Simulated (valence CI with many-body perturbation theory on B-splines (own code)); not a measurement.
The numbers below are computed, except where a source is named.
W40+: magnetic and hyperfine properties of the levels

Level of theory: relativistic CI+MBPT: six valence electrons over a frozen Dirac-Fock core [Ar] 3d10, radial functions for each j: 9 s, 9 p, 8 d, 6 f, 3 g, 1 h, with the one-electron correlation potential Σ1 (screened to all orders), the two-electron term Σ2, the three-electron term Σ3, Breit, model QED; selected single and double excitations, second order for the rest, scaled by the run's own slope (own B-spline code, finite nucleus).

No measured spectrum was set against this ion. As an estimate, large intervals hold to a few tenths of a per cent, small ones and those within an open d or f shell to about a per cent. Among the levels kept, up to 640 cm⁻¹ of a level comes from second order outside the variational space, and about a tenth of that is noise between levels of different J, which matters for small intervals.

A/g_I is the dipole constant over the nuclear g factor μ/I (μ in nuclear magnetons, uniformly magnetised nucleus), B/Q the quadrupole constant per barn. Both hold the static response of the core; the bare values leave it out. Large factors of s and p1/2 electrons are usually good to 5 to 10 %; those of open d and f shells near neutrality can be off by tens of per cent, and small factors of p3/2, d and f electrons come from cancelling terms and can be off by a factor of two or in sign, in half-filled shells by more. B is blank for J = 1/2, where it vanishes, and for nearly pure S terms. Energies count from the lowest level. Levels with J = 0 are left out.

Levels are named by their leading jj configuration (3d3/2^4 stands for four electrons in 3d with j = 3/2), which in mixed levels can hold well under half, so a name can repeat and another be missing. Letters in brackets count levels of one name in rising energy.

| Level | E (cm⁻¹) | g | A/g_I (MHz) | A/g_I bare | B/Q (MHz/b) | B/Q bare |
| --- | --- | --- | --- | --- | --- | --- |
| (4s^2 4p1/2^2 4p3/2^2) J=2 | 0 | 1.344 | 55300 | 53100 | 12600 | 12200 |
| (4s^2 4p1/2 4p3/2^3) J=1 | 742020 | 1.497 | -51100 | -50000 | -55700 | -53800 |
| (4s^2 4p1/2 4p3/2^3) J=2 | 778250 | 1.147 | 164000 | 158000 | -124000 | -120000 |
| (4s^2 4p1/2^2 4p3/2 4d3/2) J=2 | 1236100 | 1.055 | 43900 | 42700 | -1690 | -1610 |
| (4s^2 4p1/2^2 4p3/2 4d3/2) J=1 | 1257700 | 1.145 | 29000 | 28300 | -45800 | -44400 |
| (4s^2 4p1/2^2 4p3/2 4d3/2) J=3 | 1267000 | 1.122 | 39700 | 38800 | 107000 | 104000 |
| (4s^2 4p1/2^2 4p3/2 4d5/2) J=2 | 1405800 | 1.303 | 94100 | 91400 | -78700 | -76100 |
| (4s^2 4p1/2^2 4p3/2 4d5/2) J=4 | 1410900 | 1.268 | 26400 | 25800 | 113000 | 110000 |
| (4s^2 4p1/2^2 4p3/2 4d5/2) J=3 | 1518800 | 1.180 | 24600 | 24100 | 11500 | 11400 |
| (4s^2 4p1/2^2 4p3/2 4d5/2) J=1 | 1540200 | 1.099 | -46100 | -43400 | 7690 | 7510 |
| (4s 4p1/2^2 4p3/2^3) J=2 | 1595600 | 1.433 | 311000 | 301000 | -101000 | -97900 |
| (4s 4p1/2^2 4p3/2^3) J=1 | 1680200 | 1.124 | -226000 | -219000 | -27800 | -26800 |
| (4s^2 4p1/2 4p3/2^2 4d3/2) J=1 [a] | 1943000 | 0.984 | 91700 | 88900 | -17700 | -17300 |
| (4s^2 4p1/2 4p3/2^2 4d3/2) J=2 [a] | 1944300 | 1.033 | 90700 | 88100 | -61400 | -59500 |
| (4s^2 4p1/2 4p3/2^2 4d3/2) J=3 [a] | 1973800 | 1.094 | 90900 | 88200 | -9110 | -8710 |
| (4s^2 4p1/2 4p3/2^2 4d3/2) J=4 | 2008900 | 1.059 | 98500 | 95500 | 17400 | 17200 |
| (4s^2 4p1/2 4p3/2^2 4d3/2) J=2 [b] | 2051800 | 0.833 | 128000 | 125000 | 60900 | 59200 |
| (4s^2 4p1/2 4p3/2^2 4d5/2) J=3 [a] | 2100700 | 1.359 | -20600 | -19600 | 24400 | 23700 |
| (4s^2 4p1/2 4p3/2^2 4d5/2) J=4 [a] | 2109000 | 1.295 | -10300 | -9720 | 48400 | 47200 |
| (4s^2 4p1/2 4p3/2^2 4d3/2) J=2 [c] | 2129700 | 1.282 | 69900 | 67700 | 5630 | 5250 |
| (4s^2 4p1/2 4p3/2^2 4d3/2) J=1 [b] | 2131500 | 1.227 | 138000 | 133000 | 20000 | 19400 |
| (4s^2 4p1/2 4p3/2^2 4d3/2) J=3 [b] | 2132300 | 1.149 | 9020 | 8790 | 7140 | 7170 |
| (4s^2 4p1/2 4p3/2^2 4d5/2) J=1 [a] | 2143600 | 1.287 | 293000 | 284000 | -13300 | -12800 |
| (4s^2 4p1/2 4p3/2^2 4d5/2) J=4 [b] | 2154600 | 1.178 | 82700 | 80200 | -1150 | -932 |
| (4s^2 4p1/2 4p3/2^2 4d5/2) J=5 | 2168200 | 1.196 | 76200 | 74000 | 23200 | 22800 |
| (4s^2 4p1/2 4p3/2^2 4d3/2) J=1 [c] | 2198900 | 0.938 | -87200 | -83500 | 3120 | 3180 |
| (4s^2 4p1/2 4p3/2^2 4d5/2) J=2 [a] | 2230700 | 1.274 | -59900 | -57400 | 98800 | 95800 |
| (4s^2 4p1/2 4p3/2^2 4d5/2) J=3 [b] | 2257700 | 1.125 | 91800 | 89400 | 113000 | 110000 |
| (4s^2 4p1/2 4p3/2^2 4d5/2) J=2 [b] | 2286800 | 1.075 | 86700 | 84500 | 14400 | 14000 |
| (4s^2 4p1/2 4p3/2^2 4d5/2) J=1 [b] | 2299900 | 1.194 | -66700 | -64100 | 4870 | 4720 |
| (4s^2 4p1/2 4p3/2^2 4d5/2) J=3 [c] | 2323600 | 1.069 | 98700 | 95900 | -84700 | -81800 |
| (4s^2 4p1/2 4p3/2^2 4d5/2) J=2 [c] | 2346600 | 1.225 | 2150 | 2270 | -89300 | -86400 |

(1) Take the isotope of mass number 183, with I = 1/2, μ = 0.11739 μN. What is the hyperfine structure of (4s^2 4p1/2 4p3/2^3) J=2?

## Answers

(1) From the table A = 38400 MHz. Shifts from the centre of gravity in MHz: F = 3/2: -57600, F = 5/2: 38400.
